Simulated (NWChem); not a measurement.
System: C₂H₄NO anion

```xyz
8

C      0.4897    -1.3680    -0.0854
N     -0.6797    -0.5482    -0.3067
C     -0.5403     0.7117     0.0453
O      0.4543     1.3144     0.5454
H      0.8066    -1.4017     0.9805
H      0.2849    -2.4052    -0.4068
H      1.3857    -1.0135    -0.6415
H     -1.4703     1.3149    -0.1424
```
Atoms are numbered in this order, from 1.

Program: NWChem. Pople sets run with spherical d functions. Sets without diffuse functions describe the anion's extra electron poorly. Structure relaxed at the B3LYP/def2-SVPD level. The highest occupied level is positive in some or all of these runs, so the extra electron may be held by the finite basis. Atomic charges in e: unrestrained fits to the electrostatic potential beside Mulliken populations; buried atoms are poorly determined by the fit.

For level B3LYP/def2-SVP:

```
Item         Value
-----------  -----
Mulliken C1   0.17
Mulliken N2  -0.39
ESP C3        0.75
Mulliken C3   0.08
Mulliken O4  -0.47
```

Estimate the same quantities for level Hartree-Fock/6-31G*.


- Mulliken C1 = -0.23
- Mulliken N2 = -0.70
- ESP C3 = 0.86
- Mulliken C3 = 0.44
- Mulliken O4 = -0.79
